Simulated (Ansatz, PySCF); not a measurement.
Dimer: CH4O (SMILES CO) (first 6 atoms) with H2 (SMILES [H][H]); geometry from B3LYP-D3(BJ)/def2-TZVP, rigid monomers moved along the line of their centres of mass till O2···H7 is 2.29 Å.
(charge 0, multiplicity 1):
```xyz
8

C      0.68555     0.34948    -0.35468
O     -0.66138     0.20278     0.07653
H      1.37289    -0.28148     0.21927
H      0.95633     1.39134    -0.19043
H      0.80218     0.12518    -1.42035
H     -0.93647    -0.70742    -0.07222
H     -0.20868    -0.15958     2.29573
H      0.06082    -0.39904     2.94900
```

Counterpoise-corrected where a basis set is named; no monomer relaxation.

Cores are frozen in the correlated methods. CBS: X⁻³ extrapolation of the correlation energy, Hartree–Fock from the larger set.

Programs: Ansatz (a first-principles code); PySCF for the dispersion terms. Values without a source in brackets are computed.

PBE/def2-TZVPPD gives -0.34 kcal/mol for the interaction energy.

### Question
Where do these levels fall relative to PBE: PBE-D3(BJ)/def2-TZVPPD, r2SCAN/def2-TZVPPD, B3LYP/def2-TZVPPD, wB97M-V/def2-TZVPPD, MP2/CBS(aug-cc-pVDZ, aug-cc-pVTZ), CCSD(T)/CBS(aug-cc-pVDZ, aug-cc-pVTZ).

### Answer
PBE-D3(BJ)/def2-TZVPPD -0.46; r2SCAN/def2-TZVPPD 0.10; B3LYP/def2-TZVPPD 0.58; wB97M-V/def2-TZVPPD -0.05; MP2/CBS(aug-cc-pVDZ, aug-cc-pVTZ) -0.04; CCSD(T)/CBS(aug-cc-pVDZ, aug-cc-pVTZ) -0.11 kcal/mol. 2 of 6 lie above PBE; the widest gap is to B3LYP/def2-TZVPPD.
